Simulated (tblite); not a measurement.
Species: C3H6O2Si.
Numbering: `[CH3:1][C:2]1=[CH:3][O:4][SiH2:5][O:6]1` (hydrogens: H7, H8, H9 on C1; H10 on C3; H11, H12 on Si5)

Calculated harmonic vibrations of the isolated species, GFN2-xTB (tblite), most abundant isotopes, no scaling. This tight-binding method is rough: wavenumbers can miss measured ones by several per cent, in bad cases by 10 to 20. Modes of hydrogen on silicon can be 10 to 20 % off.

Harmonic wavenumbers (cm⁻¹): 111.3, 167.3, 285.4, 298.7, 453.6, 489.9, 526.7, 607.4, 632.1, 655.2, 736.6, 767.5, 822.6, 831.2, 945.4, 1000.8, 1033.0, 1090.5, 1185.6, 1255.0, 1391.8, 1455.1, 1471.9, 1712.2, 2319.5, 2361.9, 3005.2, 3020.6, 3059.6, 3156.3.

A = 6776, B = 2561, C = 1924 MHz; mass 102.014 u (most abundant isotopes); point group Cs, symmetry number 1.

Zero-point energy?

½Σν̃ = 18425 cm⁻¹ = 220.41 kJ/mol.

What is S at 350 K and 1 bar for an ideal gas of classical rigid rotors and harmonic oscillators?

Translation 169.87, rotation 113.58, vibration 69.22: S = 352.7 J/(mol K).

And Cp and H(350 K) − H(0)?

Cp = 126.47 J/(mol K), of which vibrations give 93.22 (their classical limit is 30 R = 249.4); H(350 K) − H(0) = 26.17 kJ/mol without the zero-point energy, 14.53 from vibrations.

Blend soft modes into free rotors: weight 1/[1 + (100 cm⁻¹/ν̃)⁴] for the oscillator and the rest for a rotor with moment μB/(μ + B), μ = h/(8π²ν), B = 10⁻⁴⁴ kg m². What vibrational entropy results?

68.06 J/(mol K) in place of 69.22, which changes −T·S at 350 K by +0.40 kJ/mol.

What must be added to the electronic energy to get the Gibbs energy at 350 K and 1 bar?

ZPE + [H(350 K) − H(0)] − T·S = 220.41 + 26.17 − 123.43 = 123.15 kJ/mol.

How do the functions run with temperature in this model?

| T (K) | S (J/(mol K)) | Cp (J/(mol K)) | H − H(0) (kJ/mol) | G − H(0) (kJ/mol) | ln q(vib) |
| --- | --- | --- | --- | --- | --- |
| 150 | 274.6 | 65.1 | 6.88 | -34.31 | 0.81 |
| 250 | 315.2 | 96.8 | 14.97 | -63.84 | 1.97 |
| 298.15 | 333.6 | 111.7 | 19.99 | -79.47 | 2.61 |
| 400 | 370.4 | 139.3 | 32.82 | -115.34 | 4.06 |
| 600 | 434.8 | 178.3 | 64.87 | -196.04 | 7.05 |
| 900 | 514.5 | 213.8 | 124.16 | -338.88 | 11.42 |

q(vib) and H(0) count from the zero-point level.

Which modes carry the vibrational entropy at 350 K?

111.3 cm⁻¹: 14.89; 167.3 cm⁻¹: 11.59; 285.4 cm⁻¹: 7.45; 298.7 cm⁻¹: 7.11; 453.6 cm⁻¹: 4.24; 489.9 cm⁻¹: 3.77 J/(mol K); the other 24 give 20.17 together.

Hindered rotation and anharmonicity are outside this model.
